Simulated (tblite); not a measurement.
Species: C6H14Si3.
Geometry (GFN2-xTB, Å), atoms numbered from 1 in this order:
```xyz
23
C6H14Si3 angstrom
C      1.0622    1.4632   -1.2718
C      1.1301    0.1438   -1.0992
C      2.0977   -0.6917   -1.8899
C      0.2902   -0.5677   -0.1533
C      0.2760   -1.8961    0.1005
Si    -1.0695   -1.8046    1.3940
C     -0.7621    0.0206    0.7654
Si    -0.0606    1.1695    2.1049
Si    -2.2531    0.7628   -0.1471
H      1.6970    1.9697   -1.9802
H      0.3798    2.0808   -0.7185
H      1.5615   -1.4389   -2.4735
H      2.6789   -0.0704   -2.5665
H      2.7804   -1.2137   -1.2207
H      0.8870   -2.6568   -0.3569
H     -2.3662   -2.4011    1.0721
H     -0.7018   -2.0925    2.7805
H     -0.9817    1.1707    3.2456
H      0.1010    2.5582    1.6606
H      1.2499    0.6725    2.5346
H     -2.5315   -0.0289   -1.3491
H     -2.0557    2.1580   -0.5552
H     -3.4142    0.7199    0.7473
```

Computed with GFN2-xTB (tblite): harmonic, unscaled wavenumbers at the GFN2-xTB geometry, gas phase. Against measured fundamentals such values can be off by several per cent, at times by over 20. Modes of hydrogen on silicon can be 10 to 20 % off. One conformer, not necessarily the lowest.

Harmonic wavenumbers (cm⁻¹): 26.2, 62.2, 97.0, 123.9, 138.1, 156.9, 167.6, 174.1, 182.7, 227.5, 343.9, 356.0, 364.2, 438.3, 478.8, 488.5, 498.3, 508.3, 527.5, 534.0, 579.2, 583.2, 603.0, 708.3, 739.9, 749.9, 772.5, 772.7, 785.8, 790.6, 807.3, 809.0, 818.5, 832.2, 884.1, 916.5, 927.4, 964.7, 1013.4, 1037.6, 1092.5, 1177.0, 1310.6, 1393.0, 1413.0, 1480.8, 1490.8, 1557.2, 1671.1, 2207.0, 2225.9, 2226.3, 2237.3, 2239.1, 2241.5, 2250.4, 2266.1, 3007.8, 3019.0, 3041.8, 3075.0, 3102.4, 3158.4.

A = 1151, B = 841.4, C = 724.8 MHz; mass 170.040 u (most abundant isotopes); point group Cs, symmetry number 1.

Problem. Zero-point energy?

Solution. ½Σν̃ = 35437 cm⁻¹ = 101.32 kcal/mol.

Problem. What is S at 273.15 K and 1 bar for an ideal gas of classical rigid rotors and harmonic oscillators?

Solution. Translation 40.89, rotation 30.24, vibration 40.48: S = 111.6 cal/(mol K).

Problem. And Cp and H(273.15 K) − H(0)?

Solution. Cp = 51.36 cal/(mol K), of which vibrations give 43.41 (their classical limit is 63 R = 125.2); H(273.15 K) − H(0) = 8.07 kcal/mol without the zero-point energy, 5.89 from vibrations.

Problem. Blend soft modes into free rotors: weight 1/[1 + (100 cm⁻¹/ν̃)⁴] for the oscillator and the rest for a rotor with moment μB/(μ + B), μ = h/(8π²ν), B = 10⁻⁴⁴ kg m². What vibrational entropy results?

Solution. 37.39 cal/(mol K) in place of 40.48, which changes −T·S at 273.15 K by +0.84 kcal/mol.

Problem. What must be added to the electronic energy to get the Gibbs energy at 273.15 K and 1 bar?

Solution. ZPE + [H(273.15 K) − H(0)] − T·S = 101.32 + 8.07 − 30.49 = 78.90 kcal/mol.

Problem. Which modes carry the vibrational entropy at 273.15 K?

Solution. 26.2 cm⁻¹: 5.92; 62.2 cm⁻¹: 4.21; 97.0 cm⁻¹: 3.34; 123.9 cm⁻¹: 2.87; 138.1 cm⁻¹: 2.66; 156.9 cm⁻¹: 2.42 cal/(mol K); the other 57 give 19.04 together.

Problem. How do the functions run with temperature in this model?

Solution. 
```tsv
T (K)	S (cal/(mol K))	Cp (cal/(mol K))	H − H(0) (kcal/mol)	G − H(0) (kcal/mol)	ln q(vib)
100	76.1	23.9	1.55	-6.06	2.73
200	97.5	39.8	4.72	-14.77	6.61
300	116.6	55.2	9.50	-25.49	10.58
500	150.4	77.3	22.93	-52.29	18.41
800	191.5	97.0	49.35	-103.83	29.22
1000	214.1	105.3	69.63	-144.44	35.70
```

q(vib) and H(0) count from the zero-point level.

Hindered rotation and anharmonicity are outside this model. Other conformers, if any are populated, would add a mixing term that is left out.
